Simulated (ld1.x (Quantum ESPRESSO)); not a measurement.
**Cd, TM: configuration errors across variants**

ld1.x (Quantum ESPRESSO) 7.5 input, shortened:

```
&input
   title='Cd', zed=48., rel=1, dft='PBESOL', iswitch=3,
   config='[Kr] 4d10 5s0 5p0'
 /
 &inputp
   pseudotype=2, tm=.true., lloc=0,
   nlcc=.true.
 /
3
4P  2  1   6.00   0.00  1.05  1.05  0.0
4D  3  2  10.00   0.00  1.35  1.35  0.0
5S  1  0   0.00   0.00  1.60  1.60  0.0
 &test
   configts(1)='4p6 4d10 5s0 5p0'
 /
```

All-electron excitation energies from the reference (eV): (1) 4p6 4d10 5s2 5p0 -26.404; (2) 4p6 4d10 5s1 5p0 -17.096; (3) 4p6 4d9 5s0 5p0 37.998; (4) 4p5 4d10 5s2 5p0 47.724; (5) 4p6 4d10 5s1.5 5p0 -22.673; (6) 4p6 4d9 5s2 5p1 -13.758; (7) 4p6 4d10 5s0 5p2 -16.638.

Tests that are not counted but printed errors over 1 eV. “all radii but the core radius scaled by about 0.74 (s 1.20, p 0.78, d 1.00 bohr)”: 4p5 4d10 5s2 5p0 (an occupied level unbound or not found, printed error -17.6 eV); 4p6 4d9 5s2 5p1 (solver errors, printed error -3503 eV). “all radii but the core radius scaled by about 0.83 (s 1.32, p 0.86, d 1.12 bohr)”: 4p5 4d10 5s2 5p0 (solver errors, printed error -17.6 eV).

A true bound ghost makes a file unfit for plane-wave use even where its test errors are small: the radial tests pick states by their node count and pass the ghost by. Where a test does run into it, the solver fails or the error is huge.

Errors AE − PS in meV (a dash: test not solved or not reliable):

```tsv
change	(1)	(2)	(3)	(4)	(5)	(6)	(7)	bound ghosts
base	+12	+2.5	-125	-266	+6.3	-848	-1265	none
all radii but the core radius scaled by about 0.74 (s 1.20, p 0.78, d 1.00 bohr)	+200	+67	-103	–	+132	–	-952	none
all radii but the core radius scaled by about 0.83 (s 1.32, p 0.86, d 1.12 bohr)	+166	+52	-99	–	+107	-741	-976	s (extra level of the local part)
all radii but the core radius scaled by about 0.90 (s 1.44, p 0.94, d 1.22 bohr)	+68	+15	-104	-114	+39	-720	-1039	s (extra level of the local part)
all radii but the core radius scaled by about 1.09 (s 1.74, p 1.14, d 1.48 bohr)	-4.9	-2.3	-141	-428	-4.2	-987	-1426	none
all radii but the core radius scaled by about 1.16 (s 1.86, p 1.22, d 1.56 bohr)	-17	-6.0	-150	-543	-12	-1085	-1531	none
all radii but the core radius scaled by about 1.31 (s 2.10, p 1.38, d 1.76 bohr)	-23	-8.0	-149	-649	-16	-1127	-1581	none
all radii but the core radius scaled by about 1.38 (s 2.20, p 1.44, d 1.86 bohr)	-21	-7.4	-141	-678	-15	-1110	-1580	none
```

(1) Give the same row for: all radii but the core radius scaled by about 1.23 (s 1.98, p 1.30, d 1.66 bohr).

Results:

(1) -21, -7.3, -151, -597, -14, -1115, -1564; bound ghosts: none.
